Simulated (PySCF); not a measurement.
Dipole moment of molecules with a metal or metalloid centre, at PBE and at PBE0.

Values in D, from PySCF. Where two bases are given, the first is that of PBE. PBE0 is a level with its own limits.

```tsv
system	basis	PBE	PBE0	PBE − PBE0
C[Si](C)(O)/C=[CH]/[Al]([OH])[OH] singlet	def2-SVP	1.88	2.01	-0.13
Bi(Et)2(OH) singlet	def2-SVP	2.25	2.47	-0.21
Al2(mu-Me)2(OH)4 singlet	def2-SVP	0.03	0.06	-0.02
Bi(NMe2)(SiH3)2 singlet	def2-SVP	0.69	0.59	0.10
Si(H)(I)(OH)2 singlet	def2-TZVP	1.91	1.94	-0.03
Zn(tBu)(OSiH3) singlet	def2-SVP	2.88	2.97	-0.09
Sn(Et)(OH)2(OMe) singlet	def2-SVP	1.64	1.81	-0.17
Si(F)(Br)(OH)(NH2) singlet	def2-TZVP	3.10	3.17	-0.07
Si(F)2(H)(nBu) singlet	def2-SVP	2.15	2.34	-0.19
In(H)(Me)(NH2) singlet	def2-TZVP	0.65	0.56	0.09
Sn(H)(Br)3 singlet	def2-TZVP	1.52	1.63	-0.11
C[Si](O)(O)/C=C/[Si](C)(O)O singlet	def2-SVP	0.21	0.07	0.14
Si(Cl)(Br)(OH)2 singlet	def2-TZVP	1.99	2.04	-0.05
Ge(I)3(Me) singlet	def2-TZVP	1.84	1.89	-0.05
C[Si](C)(C)[CH2][Al]([OH])[OH] singlet	def2-SVP	0.84	0.84	0.00
Al(Cl)(OH)2(OH2) singlet	def2-TZVP	2.83	2.84	0.00
In(H)3(py) singlet	def2-TZVP	6.65	6.72	-0.07
B(F)(Br)2 singlet	def2-TZVP	0.30	0.33	-0.03
Ge(H)(SiH3) singlet	def2-TZVP	0.50	0.46	0.05
B(CCH)(F)2 singlet	def2-TZVP	1.82	1.95	-0.13
Ge(I)3(OH) singlet	def2-TZVP	0.95	1.01	-0.05
[CH3][Ge]([CH3])([CH3])[CH2][SiH](F)F singlet	def2-SVP	2.56	2.75	-0.18
Al(H)2(Me)(py) singlet	def2-SVP	6.47	6.66	-0.19
Al(H)2(OH)(py) singlet	def2-TZVP	6.11	6.31	-0.20
```

Question: What do these rows say about the size and sign of the difference from PBE0?

Answer: The mean difference from PBE0 is -0.07 D (median -0.06) and the mean absolute one 0.10 D (median 0.09); PBE lies above in 5 and below in 19 of 24 cases. It is closest for Al(Cl)(OH)2(OH2) singlet (0.00), C[Si](C)(C)[CH2][Al]([OH])[OH] singlet (0.00), Al2(mu-Me)2(OH)4 singlet (-0.02) and furthest off for Bi(Et)2(OH) singlet (-0.21), Al(H)2(OH)(py) singlet (-0.20), Si(F)2(H)(nBu) singlet (-0.19).
